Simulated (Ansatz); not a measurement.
C$_{2}$H$_{5}$NO$_{2}$Si. The species carries charge 0 and has multiplicity 1.

```xyz
11

C    -1.390   -0.647   -0.186
Si    0.118    0.400   -0.007
O    -0.096    1.907   -0.573
N     1.059    0.273    1.474
C     1.900   -0.304    0.703
O     1.539   -0.359   -0.620
H    -2.220   -0.235    0.394
H    -1.189   -1.657    0.177
H    -1.701   -0.716   -1.231
H    -0.874    2.104   -1.095
H     2.853   -0.766    0.964
```

(1) List the harmonic frequencies (cm⁻¹, unscaled) at PBE0-D4/def2-TZVP in Ansatz. (Estimate.)

(2) Is this a minimum?

(3) Give the ideal-gas thermochemistry at 298.15 K and 1 bar (rigid rotor, harmonic oscillator; point group C1, symmetry number 1).

## Answers

(1) The calculation gave: 130, 145, 184, 226, 249, 296, 470, 564, 629, 738, 764, 774, 853, 944, 1005, 1009, 1126, 1285, 1301, 1443, 1446, 1606, 3055, 3137, 3144, 3150, 3938.

(2) Yes, all 27 modes are real.

(3) Zero-point energy 201.0 kJ/mol; H(298) − E = 222.6 kJ/mol; entropy 345.5 J/(mol·K), of which translation 166.7, rotation 111.6, vibration 67.2; G(298) − E = 119.6 kJ/mol.
